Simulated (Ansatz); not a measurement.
Calculated with Ansatz (gas phase, PBE0-D4/def2-TZVP geometries, no zero-point term in ΔE). CCSD(T)/CBS adds triple-zeta CCSD(T) − MP2 to the extrapolated MP2 energy (def2 sets, frozen cores). This one scheme is used for every species. DFT in def2-TZVPP. B3LYP here is the variant with VWN-RPA as its local correlation; programs differ in this. HSE06 is defined as in plane-wave codes. def2 core potentials past Kr. For Sb outer-core shells are correlated without core-valence functions, which leaves a few kJ/mol of doubt a bond. One conformer a species, not always the lowest.

`O[BH][SbH2]` + H₂O → `[OH][SbH2]` + `BO`  (formal hydrolysis of the Sb–B bond)

```csv
level,ΔE (kJ/mol),difference from CCSD(T)/CBS
PBE-D4,16.3,2.3
B97M-V,-2.5,-16.5
PBE0-D4,20.5,6.5
r2SCANh-D4,13.5,-0.5
BHLYP-D4,5.9,-8.1
revPBE,10.3,-3.7
r2SCAN,10.2,-3.8
B3LYP,0.1,-13.9
r2SCAN0,16.3,2.3
HSE06,18.3,4.3
BHLYP,1.3,-12.7
HF/def2-SVP,14.0,0.0
HF/def2-TZVPP,-3.8,-17.8
MP2/def2-TZVPP,17.3,3.3
SCS-MP2/def2-TZVPP,6.8,-7.2
HF/CBS(def2),-7.6,-21.6
CCSD(T)/CBS,14.0,0
```

Largest T1 diagnostic among the species: 0.015.

The D4 term adds +4.5 kJ/mol with B3LYP and +2.5 kJ/mol with PBE0; it sums over pairs of atoms, weighted by their polarisabilities, and B3LYP, whose exchange is more repulsive, gets the larger term. From PBE to PBE0 (25 % exact exchange), in def2-TZVPP and without D4, ΔE moves by +4.4 kJ/mol. In def2-TZVPP, CCSD(T) changes the Hartree–Fock value by +19.0 kJ/mol (the triples alone add +1.4 kJ/mol) and MP2 by +21.1 kJ/mol.
